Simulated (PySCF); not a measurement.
A TDDFT job was run through a driver script with this input:

```
{"job": {"kind": "uv", "xc": "CAM-B3LYP", "basis": "def2-SVPD", "nstates": 8, "ntriplets": 3}, "charge": 0, "multiplicity": 1}
C     -0.307205     2.072790     0.250039
B      0.418581     0.705343    -0.096709
N      1.829282     0.562378    -0.107673
Al     2.470128    -1.072998    -0.553611
C     -0.345976    -0.600923    -0.492113
C     -1.664797    -0.634858    -1.224268
C     -1.599951    -1.093593     0.189215
H      0.280931     2.709503     0.907687
H     -1.279551     1.925611     0.713952
H     -0.480375     2.639210    -0.664636
H      2.352560     1.395313     0.142468
H      2.739116    -2.133881     0.536205
H      2.873528    -1.386730    -2.011115
H      0.357724    -1.407861    -0.780171
H     -2.135589     0.313124    -1.435939
H     -1.802002    -1.370649    -2.002048
H     -1.687771    -2.149372     0.395816
H     -2.027392    -0.466090     0.956484
```

Theory: TDDFT CAM-B3LYP/def2-SVPD, vertical, gas phase, core orbitals frozen in the response in PySCF 2.14.0, density-fitted response routines. Job line and output are in the format of a driver script around the code.

Q: What does the script print for it?

A: 
```
coarse grid: 14936 points
cycle   1  E = -480.5951070523  dE =  8.524e-01  |g| = 5.286e-01  |ddm| = 9.391e+00
cycle   2  E = -480.5965949460  dE = -1.488e-03  |g| = 5.602e-01  |ddm| = 1.945e+00
cycle   3  E = -480.6670796830  dE = -7.048e-02  |g| = 7.049e-02  |ddm| = 8.606e-01
cycle   4  E = -480.6680219050  dE = -9.422e-04  |g| = 3.640e-02  |ddm| = 1.950e-01
cycle   5  E = -480.6683549167  dE = -3.330e-04  |g| = 3.624e-03  |ddm| = 7.751e-02
cycle   6  E = -480.6683588296  dE = -3.913e-06  |g| = 1.344e-03  |ddm| = 1.697e-02
final grid: 138016 points
cycle   7  E = -480.7456449466  dE = -4.118e-05  |g| = 4.716e-03  |ddm| = 1.379e-01
cycle   8  E = -480.7456453687  dE = -4.221e-07  |g| = 4.694e-03  |ddm| = 1.949e-02
cycle   9  E = -480.7456505734  dE = -5.205e-06  |g| = 3.294e-04  |ddm| = 7.484e-03
cycle  10  E = -480.7456505884  dE = -1.496e-08  |g| = 2.333e-04  |ddm| = 1.069e-03
cycle  11  E = -480.7456506009  dE = -1.250e-08  |g| = 3.492e-05  |ddm| = 4.757e-04
cycle  12  E = -480.7456506012  dE = -3.150e-10  |g| = 9.743e-06  |ddm| = 1.032e-04
converged SCF energy = -480.7456506012

Static polarisability (au): isotropic 92.920, principal 80.023 90.750 107.986

Singlet excitations
state   eV       nm        f      main configurations
  1   5.2780    234.9   0.00015   H->L 0.92
  2   6.4016    193.7   0.00268   H-2->L 0.82, H-4->L 0.09
  3   6.6458    186.6   0.02017   H-1->L 0.80, H-3->L 0.10
  4   6.8259    181.6   0.00847   H->L+1 0.70, H->L+2 0.11, H->L+4 0.09
  5   7.1843    172.6   0.00823   H-3->L 0.68, H-1->L 0.10
  6   7.4079    167.4   0.23070   H->L+3 0.67, H->L+7 0.13
  7   7.4579    166.2   0.00357   H-1->L+3 0.63, H-1->L+7 0.15
  8   7.5166    164.9   0.00212   H-4->L 0.49, H->L+2 0.20

Triplet excitations (Tamm-Dancoff, eV): 4.9827 6.1117 6.1679
```

Isolated species at its GFN2-xTB geometry (one conformer only). The groups on Al4 and N3 stand twisted against each other at this level; a DFT optimisation may well turn them into one plane, so the geometry is suspect.

The SCF starts on a coarse grid; the energy jumps when the final grid takes over, and dE counts afresh there. H and L stand for HOMO and LUMO.
